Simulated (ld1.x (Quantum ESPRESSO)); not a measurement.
## Transferability test, TM potential for ruthenium

| Property | Result |
| --- | --- |
| Element | Ru (Z = 44) |
| Generator | ld1.x (Quantum ESPRESSO) 7.5 |
| Type | norm-conserving Troullier–Martins (Kleinman–Bylander form) |
| Functional | PBE |
| Relativity | fully relativistic |
| Frozen core | [Ar] 3d10 4s2 |
| Valence charge | 14 |
| Reference configuration | 4p6 4d7.5 5s0.5 5p0 |
| Partial waves | 4p (bound): rc 1.35 bohr; 4d (bound): rc 1.45 bohr; 5s (bound): rc 2.05 bohr |
| Local potential | the s channel |
| Core correction | a·sin(br)/r model core inside 1.10 bohr |

Open shells are filled in proportion to 2j + 1 (rel_dist='average').

Energies are relative to the spin-unpolarised reference configuration 4p6 4d7.5 5s0.5 5p0; without spin polarisation the order of configurations can differ from experiment.

```json
{"valence configuration": "4p6 4d7 5s0 5p0", "charge": "+1", "ΔE all-electron (eV)": "7.611", "error AE − PS (meV)": "-8.8"}
{"valence configuration": "4p6 4d6 5s0 5p0", "charge": "+2", "ΔE all-electron (eV)": "25.797", "error AE − PS (meV)": "-124"}
{"valence configuration": "4p6 4d4 5s0 5p0", "charge": "+4", "ΔE all-electron (eV)": "100.924", "error AE − PS (meV)": "-1014"}
{"valence configuration": "4p6 4d6 5s1 5p1", "charge": "0", "ΔE all-electron (eV)": "5.967", "error AE − PS (meV)": "-666"}
{"valence configuration": "4p6 4d8 5s0 5p0", "charge": "0", "ΔE all-electron (eV)": "-0.016", "error AE − PS (meV)": "-9.6"}
{"valence configuration": "4p6 4d6 5s1 5p0", "charge": "+1", "ΔE all-electron (eV)": "10.431", "error AE − PS (meV)": "-83"}
```

Task: What are ΔE and the potential's error for 4p6 4d7 5s1 5p0?

Result: ΔE = 0.318 eV all-electron; the error (AE − PS) is -11 meV.

Levels in the configuration 4p6 4d8 5s0 5p0:

```csv
level,all-electron (eV),pseudo (eV)
4p j=1/2,-46.029,-45.961
4p j=3/2,-42.681,-42.618
4d j=3/2,-3.332,-3.312
4d j=5/2,-3.039,-3.020
```

These tests converged, but a pseudo level misses the all-electron one widely, so the file describes the atom poorly there or has found another state: 4p6 4d4 5s0 5p0: empty 5p by 3.6 eV.
